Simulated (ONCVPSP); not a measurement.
Before and after: ONCV potential for molybdenum (Mo)

* Element: Mo
* Generator: ONCVPSP 4.0.1
* Type: optimised norm-conserving Vanderbilt (ONCV)
* Functional: PBE
* Relativity: fully relativistic
* Frozen core: [Ar] 3d10
* Valence charge: 14
* Reference configuration: 4s2 4p6 4d5 5s1
* Partial waves: 4s+5s: rc 1.65 bohr, ncon 4, nbas 7, qcut 7.4 1/bohr, 2 projectors; 4p: rc 1.45 bohr, ncon 4, nbas 8, qcut 7.5 1/bohr, 2 projectors, debl 1.4 Ha; 4d: rc 2.30 bohr, ncon 4, nbas 9, qcut 7.6 1/bohr, 2 projectors, debl 3.1 Ha
* Local potential: polynomial inside 1.30 bohr (lpopt 1, dvloc0 0 Ha)
* Core correction: Teter function, fcfact 5.25, rcfact 1.3

Open shells are filled in proportion to 2j + 1.

Change: s: qcut 6.9; p: qcut 7; d: qcut 7.1.

Cutoffs: the cutoffs (Ha) at which the residual kinetic energy of the hardest occupied pseudo-wave falls to 1 and 0.1 mHa per electron; they do not see the model core or the augmentation charge, which bear on the density cutoff. Errors are all-electron minus pseudo energies relative to the spin-unpolarised reference configuration.

Predict the effect on cutoff, ghosts and configuration errors.

The potential gets neither clearly harder nor softer (22 Ha and 29 Ha → 21 Ha and 53 Ha); of the 4 tests that both files solve, the error grows in 2 and shrinks in 0 by more than 15 % and 0.3 meV (median size 0.4 → 0.8 meV); neither file shows a bound ghost.

```tsv
quantity	base	changed
cutoff, loose	22 Ha	21 Ha
cutoff, tight	29 Ha	53 Ha
loose cutoff by channel	s 20 Ha, p 22 Ha, d 17 Ha	s 18 Ha, p 21 Ha, d 16 Ha
bound ghosts	none	none
GHOST(+) flags under 300 eV	none	none
error for 4s2 4p6 4d5 5s0, meV [ΔE 6.89 eV]	0.0	0.0
error for 4s2 4p6 4d4 5s0, meV [ΔE 22.35 eV]	+0.1	-0.1
error for 4s2 4p6 4d3 5s0, meV [ΔE 49.09 eV]	+13	+16
error for 4s2 4p6 4d4 5s2, meV [ΔE 0.20 eV]	+0.7	+1.5
s: phases at 1.68 bohr within 0.05 rad from the reference energy up to (Ha; the scan ends near 5)	to the end of the scan	to the end of the scan
p3/2: phases at 1.47 bohr within 0.05 rad from the reference energy up to (Ha; the scan ends near 5)	4.8	4.8
p1/2: phases at 1.47 bohr within 0.05 rad from the reference energy up to (Ha; the scan ends near 5)	4.8	4.7
d5/2: phases at 2.33 bohr within 0.05 rad from the reference energy up to (Ha; the scan ends near 5)	to the end of the scan	to the end of the scan
d3/2: phases at 2.33 bohr within 0.05 rad from the reference energy up to (Ha; the scan ends near 5)	to the end of the scan	to the end of the scan
rms error of d²Exc/dni dnj with the model core, mHa	3.93	3.86
```
